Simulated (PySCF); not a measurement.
## SMILES [Se]=[PH]1C=C1, C2H3PSe

Cartesian coordinates in Å; atom numbers follow the order of the lines, from 1:
```xyz
7

Se    2.103    1.642   -0.494
P     0.693    0.373    0.350
C    -0.283   -0.906   -0.408
C    -1.021    0.142   -0.067
H     0.873    0.054    1.719
H    -0.333   -1.851   -0.954
H    -2.028    0.553   -0.172
```

Computed, not measured: GIAO mPW1PW91/ANO-RCC-VDZP magnetisability, rotational g tensor and spin-rotation constants, non-relativistic, gas phase (PySCF 2.14.0). Geometry: PBE0-D3(BJ)/def2-SVP.

The calculation is non-relativistic, which matters for the atoms heavier than Zn.

What are the magnetisability and the molar susceptibility?

Isotropic -985 × 10⁻³⁰ J/T², or -59.3 × 10⁻⁶ cm³/mol; principal values -1272, -900, -783 × 10⁻³⁰ J/T², anisotropy 443 × 10⁻³⁰ J/T² (root of half the summed squared differences of the principal values). The susceptibility is in cgs units.

Split it along the inertial axes a, b, c into diamagnetic and paramagnetic parts about the centre of mass, with the quadrupole moment.


```csv
axis,χ (10⁻⁶ cm³/mol),diamagnetic (10⁻⁶ cm³/mol),paramagnetic (10⁻⁶ cm³/mol),summed x² of all electrons (Å²),quadrupole Θ (D Å)
a,-65.0,-160.0,95.0,142.5,+5.84
b,-56.5,-684.7,628.2,18.9,-2.92
c,-56.5,-684.7,628.2,18.9,-2.92
```
Anisotropies 2χaa − χbb − χcc = -17.1 and 2χbb − χaa − χcc = +8.5 × 10⁻⁶ cm³/mol. Θ is traceless in Buckingham's convention.

And the rotational g tensor?


| axis | rotational constant (GHz) | g | nuclear part | electronic part |
| --- | --- | --- | --- | --- |
| a | 16.3679 | -0.0806 | 0.6496 | -0.7302 |
| b | 1.7834 | -0.0116 | 0.5147 | -0.5263 |
| c | 1.7808 | -0.0116 | 0.5139 | -0.5255 |

Prolate top; isotopes 12C, 1H, 31P, 80Se; no vibrational averaging.
